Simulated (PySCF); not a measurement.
Gas-phase reaction: SnH2F2 + SnF2 + 2 F → 2 SnHF3

Method: PySCF energies plus ideal-gas RRHO corrections (1 bar). † marks an energy on the PBE0/def2-TZVP geometry and frequencies; other levels use their own. CCSD(T) freezes the core. Open shells (unrestricted): F (multiplicity 2); the rest are closed-shell singlets. Spin-orbit splitting is ignored; it lowers the true energy and changes the entropy of F. Sn: scalar-relativistic def2 core potential, no spin-orbit coupling. SnH2F2, SnHF3: computed as isolated molecules; such fragments, hydroxides, amides, oligomers or adducts are transient or little studied in the gas. CCSD(T) isn't extrapolated to the basis-set limit.

CCSD(T)/def2-SVP† gives ΔH°(298 K) = -667 kJ.

Task: What do PBE/def2-SVP, PBE0/def2-TZVP, PBE/def2-TZVP† give?

Result: PBE/def2-SVP: -727 kJ; PBE0/def2-TZVP: -703 kJ; PBE/def2-TZVP†: -739 kJ. For scale, ΔH°(298 K) is -667 kJ at this level, -723 kJ at ωB97M-V/def2-TZVP†, and runs from -883 to -430 kJ over the 18 levels computed.
